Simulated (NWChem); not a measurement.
System: SiH₂ICl; SMILES Cl[SiH2]I

The following NWChem deck was run.

```
start job
memory heap 200 mb stack 900 mb global 1100 mb
geometry units angstroms noautosym nocenter noautoz
  Si    -0.874526     1.059874     0.000000
  Cl     0.568143     2.529846     0.000000
  I      0.140410    -1.158086     0.000000
  H     -1.691683     1.195007     1.232226
  H     -1.691683     1.195007    -1.232226
end
basis spherical
  * library def2-svpd
end
ecp
  I library def2-ecp
end
dft
  xc xpbe96 cpbe96
  iterations 150
end
property
  response 1 0.0
end
task dft property
```

All runs use the structure optimised with PBE0/def2-SVP. No frequency run checked for a minimum. def2 effective core potentials on I; no spin-orbit coupling.

Static field.

Task: What results follow from this input? (PBE/def2-SVPD with def2 effective core potentials on I.) Quantities: isotropic polarisability (bohr³); anisotropy (bohr³).

Result: 
```
Property                          Value
--------------------------------  -----
isotropic polarisability (bohr³)   79.0
anisotropy (bohr³)                 31.5
```
